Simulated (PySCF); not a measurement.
Computed shifts of a molecule C6H10, PBE/pcSseg-1 (PySCF), GIAO, gas phase, equivalent atoms averaged, in ppm (number of nuclei): ¹³C: 144.2 (1), 127.5 (1), 41.1 (1), 16.0 (1), 4.2 (2). ¹H: 6.04 (1), 5.58 (2), 3.07 (1), 2.61 (1), 1.09 (1), 0.63 (1), 0.57 (1), 0.54 (2). References: ¹³C against TMS (σ = 182.0 ppm); ¹H against TMS (σ = 31.49 ppm), references at their B3LYP-D3(BJ)/def2-TZVP geometries, non-relativistic. Coordinates come from a B3LYP-D3(BJ)/def2-SVP optimisation. One conformer was computed; it need not be the lowest.

Q: Which molecule gave these data?
(A) C[C@H]1C=CCC1
(B) C=CCC1CC1
(C) C=C[C@H]1C[C@H]1C
(D) C=CC(C)C=C

A: B, C=CCC1CC1
